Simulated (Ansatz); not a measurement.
## Ligand exchange through a proton shuttle

Start structure (BH5OF2, singlet), relaxed at PBE0-D4/def2-TZVP:

B1  (-0.718, -0.146, -0.696)
F2  (0.271, 0.826, -1.035)
H3  (-0.473, -1.224, -1.165)
H4  (-1.836, 0.289, -0.777)
H5  (0.477, -0.384, 1.076)
O6  (-0.492, -0.362, 0.906)
H7  (1.585, 0.494, -0.234)
F8  (2.048, 0.132, 0.518)
H9  (-0.861, 0.374, 1.408)
(Å)

The step: BH₂F ([BH2][F]) + H₂O + HF → BH₃O ([BH2][OH]) + HF + HF; bonds formed: F2–H7, H5–F8; dative contacts that become bonds: B1–O6; bonds broken: B1–F2, H5–O6, H7–F8. Computed with Ansatz 0.2.0 (basis: def2-TZVPP and def2-QZVPP); correlated methods freeze the cores. Extrapolation: Hartree–Fock as exp(−7.88 √X), correlation as X^−2.97. Energies below are by CCSD(T) at an estimated basis limit (MP2 extrapolated from triple and quadruple zeta, plus CCSD(T) − MP2 in triple zeta).

Question: What are the electronic barrier and the energy of the step, from the start structure to the end structure? (An estimate is asked for; the value comes from the calculation.)

Answer: The calculation gives: Barrier 0.618 eV; step energy 0.306 eV (uphill); reverse barrier, their difference, 0.312 eV. Barrier and step energy count from the start structure, the reverse barrier from the end structure.

The saddle point: One imaginary mode of 428i cm⁻¹.
```csv
pair,start (Å),saddle (Å),end (Å)
B1–O6,1.63,1.47,1.37
F2–H7,1.57,1.03,0.94
H5–F8,1.75,1.07,0.95
B1–F2,1.43,1.69,2.63
H5–O6,0.98,1.29,1.61
H7–F8,0.95,1.31,1.70
```

Zero-point energy (harmonic, PBE0-D4): ZPE is 1.753 eV at the start and 1.647 eV at the saddle, so the barrier goes from 0.618 to 0.512 eV.

First-order rate constant out of the start structure at 298 K by transition-state theory, with harmonic vibrational free energies alone and no tunnelling: ΔA‡ = 0.537 eV, so k = (kB T/h) exp(−ΔA‡/kB T) ≈ 10^4 s⁻¹ (an order of magnitude at best: rotation, the number of equivalent paths and anharmonicity are left out).

T1 diagnostic: at most 0.012.

Labels in which every atom is bracketed show which atoms are joined, not bond orders.

For scale, one of the runs: CCSD(T)/def2-TZVPP, 194 basis functions (an equivalent command: `ansatz run in.yaml --threads 4`). The run took 33 s on 4 CPU threads (shared host), with 2.5 GiB of host memory at its peak.
